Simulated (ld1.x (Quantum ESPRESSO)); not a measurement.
Ca: variants of one PAW potential

Base potential:

Ca, PAW, made with ld1.x (Quantum ESPRESSO) 7.5 (LDA (PZ), scalar-relativistic). Core [Ne], reference 3s2 3p6 3d0 4s2 4p0. Waves: 3s (bound): rcut 1.55, rcutus 1.65 bohr; 4s (bound): rcut 1.55, rcutus 1.65 bohr; 3p (bound): rcut 2.00, rcutus 2.65 bohr; 4p (bound, empty): rcut 2.00, rcutus 2.65 bohr; 3d (bound, empty): rcut 2.10, rcutus 2.70 bohr; 3d channel at 0.3 Ry: rcut 2.10, rcutus 2.70 bohr; 4f channel at -0.05 Ry: rc 2.45 bohr. Local part: the f channel. Core correction: Bessel-smoothed model core, default radius (core density twice the valence density). Augmentation charge: PSQ, inside the norm-conserving radii.

All-electron outer shells of the reference configuration (LDA (PZ), scalar-relativistic, ld1.x):

| shell | level (eV) | outermost node (bohr) | outermost maximum (bohr) |
| --- | --- | --- | --- |
| 2s | -413.12 | 0.10 | 0.30 |
| 2p | -334.59 | – | 0.25 |
| 3s | -46.82 | 0.45 | 0.99 |
| 3p | -27.98 | 0.42 | 1.04 |
| 4s | -3.87 | 1.43 | 3.33 |
| 3d | -2.13 | – | 1.29 |
| 4p | -1.44 | 1.63 | 4.39 |

Cutoffs, loose and tight: the cutoffs (Ry, on a coarse ladder) from which the occupation-weighted sum of valence levels, in a spherical-Bessel basis at the reference potential, stays within 10 and 1 mRy of its value at 400 Ry. They do not see the model core or the augmentation charge, which bear on the density cutoff. Test errors are all-electron minus pseudo excitation energies from the reference, over the configurations 3s2 3p6 3d0 4s1 4p0; 3s2 3p6 3d0 4s0 4p0; 3s2 3p6 3d0 4s1.5 4p0; 3s2 3p6 3d0.5 4s1.5 4p0; 3s2 3p6 3d1 4s0 4p0; 3s2 3p6 3d1 4s1 4p0; 3s2 3p6 3d0 4s0 4p2 (two spin-polarised tests are not counted in the largest error). A dash means not determined; rows that change the core or the reference have their own tests. The largest error is taken over the tests solved by every variant that gives reliable tests at all: 3s2 3p6 3d0 4s1 4p0; 3s2 3p6 3d0 4s1.5 4p0; 3s2 3p6 3d0.5 4s1.5 4p0.

A true bound ghost makes a file unfit for plane-wave use even where its test errors are small: the radial tests pick states by their node count and pass the ghost by. Where a test does run into it, the solver fails or the error is huge.

Cutoffs are not given where the Bessel-basis levels miss the radial ones by over 6 mRy, ghosts where they miss by over 20 mRy; a channel whose overlap is not positive is not tested.

A file whose overlap is not positive is unfit for use, and its test errors describe a broken file.

```tsv
change	outcome	bound ghosts	largest test error (meV)
base	generated, overlap not positive	not determined (overlap not positive)	+5.7
wave 4f channel at -0.05 Ry: rc 2.45 bohr becomes 4f channel at -0.16 Ry: rc 2.45 bohr	generated, overlap not positive	not determined (overlap not positive)	+3.9
wave 4f channel at -0.05 Ry: rc 2.45 bohr becomes 4f channel at -0.13 Ry: rc 2.45 bohr	generated, overlap not positive	not determined (overlap not positive)	+4.0
wave 4f channel at -0.05 Ry: rc 2.45 bohr becomes 4f channel at 0.03 Ry: rc 2.45 bohr	generated, overlap not positive	not determined (overlap not positive)	+7.3
wave 4f channel at -0.05 Ry: rc 2.45 bohr becomes 4f channel at 0.23 Ry: rc 2.45 bohr	generated, overlap not positive	not determined (overlap not positive)	+17
wave 4f channel at -0.05 Ry: rc 2.45 bohr becomes 4f channel at 0.35 Ry: rc 2.45 bohr	generated, overlap not positive	not determined (overlap not positive)	+32
wave 4f channel at -0.05 Ry: rc 2.45 bohr becomes 4f channel at 0.97 Ry: rc 2.45 bohr	generated, overlap not positive	not determined (overlap not positive)	-32
wave 4f channel at -0.05 Ry: rc 2.45 bohr becomes 4f channel at 1.61 Ry: rc 2.45 bohr	generated, overlap not positive	not determined (overlap not positive)	-22
wave 4f channel at -0.05 Ry: rc 2.45 bohr becomes 4f channel at 2.7 Ry: rc 2.45 bohr	generated, overlap not positive	not determined (overlap not positive)	-28
wave 4f channel at -0.05 Ry: rc 2.45 bohr becomes 4f channel at 3.44 Ry: rc 2.45 bohr	generated, overlap not positive	not determined (overlap not positive)	test run stopped at test 1 of 9 (negative rho)
wave 4f channel at -0.05 Ry: rc 2.45 bohr becomes 4f channel at 6.81 Ry: rc 2.45 bohr	generated, overlap not positive	d (s, p not tested, overlap not positive)	-5.5
```
